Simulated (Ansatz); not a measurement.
Cartesian coordinates in Å:
```
C 1.2170 2.0645 -0.7847
C 0.6756 0.7850 -0.2952
N 1.2766 -0.0165 0.5250
Al -0.4250 -0.7617 0.1163
O -1.7684 -0.9675 1.2132
Si -1.9903 -2.3875 0.3317
H 2.2199 2.2796 -0.3986
H 0.5366 2.8734 -0.5038
H 1.2397 2.0555 -1.8779
H 2.2016 0.1918 0.9077
H -3.3030 -2.4784 -0.3750
H -1.8804 -3.6381 1.1412
```

Total charge 0; spin multiplicity 1. The bonds changed during the relaxation, so this is another structure than the one it started from.

(1) List the PBE/def2-TZVPP orbital energies in eV (Ansatz 0.2.0). (An estimate is asked.)

Answers

(1) The calculation gave: Occupied: -1779.30, -1506.38, -508.96, -381.86, -270.84, -269.78, -136.95, -106.62, -93.74, -93.67, -93.66, -68.62, -68.56, -68.54, -24.01, -22.91, -18.97, -15.56, -12.63, -11.85, -11.49, -11.32, -9.65, -9.20, -8.72, -8.41, -8.29, -6.82, -6.34, -4.60. Lowest empty: -2.46, -1.34, -0.51, 0.09, 0.17, 0.71, 1.26, 1.42.
